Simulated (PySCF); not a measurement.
**Vertical excitation energies**

Species: (H2In-mu-Br)2.
Z-matrix (Å and degrees, PBE0-D3(BJ)/def2-SVP geometry), rows numbered from 1:
```
In
H   1  1.7084
H   1  1.7076  2  139.59
Br  1  2.7225  2  105.58  3   133.73
In  4  2.7250  1   91.19  2   107.57
H   5  1.7080  4  105.27  1  -106.98
H   5  1.7066  4  103.61  1   100.84
Br  1  2.7133  2  104.06  3  -133.83
```

Method used: TDDFT PBE0/def2-SVPD, vertical, gas phase, core orbitals frozen in the response, def2 core potentials past Kr (PySCF). Spin–orbit coupling is left out. Note that the optimisation stopped short of convergence; the values belong to its last geometry.

```csv
state,E (eV),λ (nm),f,"main configurations (H = HOMO, L = LUMO)"
S1,5.51,224.9,0.0001,H→L (98%)
S2,5.88,210.7,0.0000,H→L+1 (97%)
S3,6.03,205.7,0.031,"H-1→L (88%), H→L+2 (10%)"
S4,6.09,203.6,0.0001,H-2→L (98%)
S5,6.28,197.4,0.0005,H-1→L+1 (94%)
S6,6.29,197.1,0.023,"H-3→L (44%), H→L+2 (41%)"
S7,6.31,196.5,0.013,"H-3→L (54%), H→L+2 (36%)"
S8,6.38,194.2,0.0001,"H-4→L (85%), H→L+4 (11%)"
S9,6.54,189.7,0.0000,H-3→L+1 (98%)
S10,6.64,186.7,0.0006,H-1→L+2 (94%)
```

Triplets, Tamm–Dancoff:

```csv
state,E (eV),λ (nm),"main configurations (H = HOMO, L = LUMO)"
T1,5.32,232.9,H→L (93%)
T2,5.45,227.6,"H→L+1 (76%), H-4→L+2 (13%)"
T3,5.52,224.6,"H→L+2 (63%), H-4→L+1 (14%), H-1→L (8%)"
T4,5.85,211.9,H-2→L (91%)
```

The lowest singlet comes at 225 nm (532 kJ/mol) in the ultraviolet; it is dark (f under 0.0005); its leading configuration is HOMO→LUMO (98%). The most intense listed level is S3 at 6.03 eV (206 nm, f = 0.031), 0.52 eV above S1. Löwdin shares by element: HOMO bromine 52%, indium 18% (atoms not listed hold the other 30%); LUMO indium 55%, bromine 27% (atoms not listed hold the other 18%). Of the 10 states listed, 3 reach f = 0.01 and 6 stay under 0.0005. The listed states span 1.13 eV, and the widest gap between neighbours is 0.37 eV (S1 to S2). The vertical ionisation energy (ΔSCF) is 9.73 eV, 3.09 eV above S10. Singlets were solved by full linear response, triplets in the Tamm–Dancoff approximation.

One conformer stands for the species.
